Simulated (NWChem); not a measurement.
Molecule: CH₄BeOS; SMILES C[S][Be][OH]

```xyz
8

Be     0.1712    -1.0966    -0.1324
O     -0.2408    -2.4536    -0.1966
H     -0.3364    -3.0686     0.5362
S      0.7630     0.7185    -0.0716
C     -0.8444     1.6419     0.0194
H     -1.4549     1.4684    -0.8691
H     -0.5917     2.7032     0.0686
H     -1.4090     1.3750     0.9152
```
Atoms are numbered in this order, from 1.

All runs use the structure optimised with B3LYP/6-31G* (spherical d).

### Question
Give the principal values of the shielding tensors (ppm) of Be1, O2, S4, C5 from BHandHLYP/pcSseg-1, GIAO (NWChem), with their diamagnetic and paramagnetic parts as GIAO splits them.

### Answer
```tsv
atom	σ11	σ22	σ33	isotropic	diamagnetic	paramagnetic
Be1	66.1	71.3	158.9	98.8	146.3	-47.5
O2	203.2	282.4	372.9	286.2	391.9	-105.7
S4	648.6	684.7	864.7	732.7	1057.5	-324.9
C5	165.7	166.7	190.4	174.3	250.3	-76.1
```
